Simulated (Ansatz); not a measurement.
Steps of a relaxation of `[BH2][GaH][SiH2]C` with RKS PBE0-D4/def2-TZVP.

```sh
$ ansatz run in.yaml --threads 4 --pin off --events-out ev --progress --plain --max-ram 10444MiB
```

```yaml
crystal:
  periodic: [false, false, false]
  atoms:
    - {symbol: B, position_ang: [-0.707870, 3.149380, 0.578440]}
    - {symbol: Ga, position_ang: [-0.016020, 1.207520, 0.089780]}
    - {symbol: Si, position_ang: [-0.703280, -1.071750, -0.409600]}
    - {symbol: C, position_ang: [0.881070, -2.114010, -0.155150]}
    - {symbol: H, position_ang: [-0.923390, 3.961680, -0.244500]}
    - {symbol: H, position_ang: [-0.855870, 3.492570, 1.693700]}
    - {symbol: H, position_ang: [1.641270, 1.249380, 0.055580]}
    - {symbol: H, position_ang: [-1.760070, -1.629630, 0.474190]}
    - {symbol: H, position_ang: [-1.197630, -1.319030, -1.787880]}
    - {symbol: H, position_ang: [0.755620, -3.159440, -0.418110]}
    - {symbol: H, position_ang: [1.687330, -1.704500, -0.760790]}
    - {symbol: H, position_ang: [1.198840, -2.062170, 0.884350]}
basis:
  gaussian: {orbitals: def2-TZVP}
hamiltonian: {xc: pbe0, dispersion: d4}
relax: {f_tol: 0.005, max_steps: 150}
```

Positions (Å) and forces (eV/Å) along the path, 10 of 12 steps:

```xyz
12
step=1 energy=-62086.3537 eV
B    -0.708    3.149    0.578    0.055   -1.107   -0.255
Ga   -0.016    1.208    0.090    0.549    0.584    0.037
Si   -0.703   -1.072   -0.410    0.598   -0.509    0.216
C     0.881   -2.114   -0.155   -0.366    0.417   -0.065
H    -0.923    3.962   -0.244   -0.030    0.335   -0.427
H    -0.856    3.493    1.694   -0.003    0.110    0.534
H     1.641    1.249    0.056   -0.647   -0.052   -0.001
H    -1.760   -1.630    0.474   -0.118    0.123    0.133
H    -1.198   -1.319   -1.788   -0.029    0.225   -0.174
H     0.756   -3.159   -0.418   -0.150   -0.197   -0.068
H     1.687   -1.704   -0.761    0.103    0.054   -0.082
H     1.199   -2.062    0.884    0.037    0.018    0.152
12
step=3 energy=-62086.4777 eV
B    -0.764    3.070    0.554    0.076    0.049   -0.028
Ga    0.050    1.239    0.080    0.045    0.015    0.050
Si   -0.630   -1.037   -0.366    0.076   -0.052   -0.001
C     0.880   -2.152   -0.153   -0.132    0.047   -0.036
H    -0.978    3.904   -0.287   -0.064   -0.084    0.090
H    -0.912    3.408    1.698   -0.056   -0.027   -0.096
H     1.640    1.313    0.031    0.051    0.035   -0.016
H    -1.733   -1.499    0.529    0.008    0.018   -0.034
H    -1.136   -1.138   -1.771    0.006    0.011    0.056
H     0.657   -3.190   -0.410    0.005    0.031    0.015
H     1.696   -1.800   -0.788   -0.018   -0.025    0.004
H     1.229   -2.119    0.882    0.003   -0.021   -0.003
12
step=4 energy=-62086.4933 eV
B    -0.766    3.058    0.548   -0.100    0.131    0.027
Ga    0.098    1.253    0.091    0.116    0.003    0.001
Si   -0.603   -1.014   -0.354   -0.010   -0.049   -0.011
C     0.869   -2.170   -0.155   -0.005   -0.009   -0.011
H    -1.027    3.881   -0.292   -0.007   -0.104    0.091
H    -0.954    3.389    1.690   -0.001   -0.025   -0.113
H     1.685    1.365    0.028    0.031   -0.006   -0.009
H    -1.717   -1.463    0.533   -0.001    0.033   -0.006
H    -1.117   -1.100   -1.755    0.000    0.028    0.018
H     0.610   -3.203   -0.404    0.006    0.051    0.014
H     1.688   -1.849   -0.805   -0.027   -0.031    0.018
H     1.235   -2.145    0.875   -0.001   -0.022   -0.021
12
step=5 energy=-62086.5125 eV
B    -0.818    3.040    0.540    0.040    0.089    0.011
Ga    0.235    1.329    0.100    0.012   -0.288   -0.040
Si   -0.527   -0.966   -0.324    0.016    0.153    0.047
C     0.846   -2.247   -0.161    0.087    0.077    0.006
H    -1.164    3.825   -0.299   -0.045   -0.061   -0.020
H    -1.057    3.358    1.671   -0.029   -0.035    0.012
H     1.812    1.500    0.007   -0.016   -0.012    0.002
H    -1.675   -1.340    0.555    0.027    0.027    0.034
H    -1.075   -0.996   -1.713    0.020    0.007   -0.049
H     0.507   -3.256   -0.413   -0.031    0.100    0.010
H     1.676   -1.985   -0.824   -0.041   -0.040    0.010
H     1.239   -2.262    0.859   -0.038   -0.016   -0.024
12
step=6 energy=-62086.5251 eV
B    -0.822    2.983    0.532   -0.011    0.112    0.013
Ga    0.334    1.322    0.111   -0.077    0.041   -0.066
Si   -0.510   -0.922   -0.318    0.090    0.055    0.048
C     0.828   -2.237   -0.159    0.071   -0.093   -0.054
H    -1.241    3.733   -0.312    0.037   -0.137    0.033
H    -1.111    3.287    1.658    0.012   -0.050   -0.027
H     1.904    1.528    0.001   -0.043   -0.061    0.021
H    -1.662   -1.252    0.576    0.044    0.017   -0.002
H    -1.060   -0.930   -1.709    0.013    0.003   -0.009
H     0.444   -3.237   -0.393    0.042    0.146    0.034
H     1.659   -2.019   -0.841   -0.117   -0.026    0.055
H     1.239   -2.256    0.855   -0.060   -0.007   -0.046
12
step=7 energy=-62086.5303 eV
B    -0.828    2.980    0.535   -0.092    0.052   -0.025
Ga    0.345    1.338    0.099    0.036    0.088    0.019
Si   -0.480   -0.898   -0.316   -0.032   -0.035    0.004
C     0.823   -2.246   -0.160    0.099   -0.066   -0.051
H    -1.277    3.705   -0.314    0.058   -0.088    0.040
H    -1.136    3.270    1.660    0.048   -0.036   -0.030
H     1.916    1.524   -0.003   -0.017   -0.013    0.004
H    -1.629   -1.207    0.588    0.011    0.000   -0.014
H    -1.032   -0.903   -1.706   -0.008   -0.007   -0.001
H     0.406   -3.235   -0.386    0.036    0.138    0.028
H     1.654   -2.057   -0.850   -0.100   -0.024    0.061
H     1.237   -2.272    0.852   -0.038   -0.009   -0.035
12
step=8 energy=-62086.5263 eV rejected
B    -0.842    2.955    0.521    0.040   -0.028   -0.072
Ga    0.388    1.345    0.129   -0.009    0.067    0.031
Si   -0.464   -0.875   -0.314    0.077   -0.026    0.028
C     0.822   -2.245   -0.174   -0.175    0.098    0.009
H    -1.396    3.556   -0.358    0.022    0.026    0.040
H    -1.062    3.324    1.639   -0.057   -0.003    0.020
H     1.956    1.536    0.092    0.007   -0.013   -0.038
H    -1.610   -1.167    0.597   -0.015   -0.027    0.009
H    -1.032   -0.858   -1.697    0.006   -0.008   -0.002
H     0.367   -3.210   -0.401    0.012   -0.086   -0.021
H     1.641   -2.073   -0.873    0.057   -0.002   -0.012
H     1.231   -2.289    0.837    0.036    0.003    0.007
12
step=9 energy=-62086.5317 eV
B    -0.829    2.967    0.531   -0.042    0.028    0.015
Ga    0.368    1.345    0.101   -0.167    0.022    0.028
Si   -0.475   -0.888   -0.311   -0.011    0.000   -0.013
C     0.821   -2.242   -0.161    0.034   -0.017   -0.018
H    -1.292    3.672   -0.324    0.016   -0.033    0.005
H    -1.135    3.256    1.655    0.026   -0.024   -0.028
H     1.923    1.527    0.000    0.179    0.008   -0.012
H    -1.619   -1.194    0.597   -0.009    0.002    0.001
H    -1.036   -0.887   -1.698   -0.003   -0.008    0.003
H     0.398   -3.222   -0.399    0.006    0.037    0.011
H     1.654   -2.053   -0.843   -0.023   -0.007    0.019
H     1.223   -2.280    0.854   -0.005   -0.008   -0.011
12
step=11 energy=-62086.5335 eV
B    -0.833    2.961    0.528   -0.008   -0.001    0.001
Ga    0.380    1.351    0.108    0.006    0.011    0.001
Si   -0.473   -0.878   -0.309   -0.016   -0.033    0.005
C     0.818   -2.238   -0.163    0.007    0.009   -0.007
H    -1.315    3.641   -0.335    0.002    0.001    0.001
H    -1.132    3.254    1.651    0.000    0.000   -0.001
H     1.949    1.522    0.012    0.001   -0.003   -0.001
H    -1.617   -1.185    0.601    0.004    0.013   -0.006
H    -1.038   -0.880   -1.695    0.005    0.004    0.008
H     0.388   -3.213   -0.402   -0.004    0.001   -0.001
H     1.649   -2.052   -0.846    0.005   -0.004   -0.002
H     1.223   -2.284    0.851   -0.002    0.002    0.002
12
step=12 energy=-62086.5336 eV
B    -0.834    2.960    0.527    0.001    0.000    0.000
Ga    0.383    1.352    0.107    0.000    0.001    0.000
Si   -0.472   -0.878   -0.308   -0.002    0.000   -0.001
C     0.818   -2.238   -0.163    0.000   -0.001    0.000
H    -1.315    3.640   -0.335    0.000   -0.001    0.000
H    -1.137    3.249    1.651   -0.001    0.000    0.000
H     1.952    1.520    0.010    0.001    0.001    0.000
H    -1.617   -1.179    0.602    0.001    0.000    0.001
H    -1.038   -0.878   -1.693    0.001    0.000    0.000
H     0.387   -3.213   -0.402    0.000    0.000    0.000
H     1.650   -2.053   -0.847    0.000    0.000    0.000
H     1.223   -2.283    0.850    0.000    0.000    0.000
```

Hardware: 4 threads of an INTEL XEON PLATINUM 8581C on a shared host. Wall time 27 s, peak host memory 0.55 GiB.
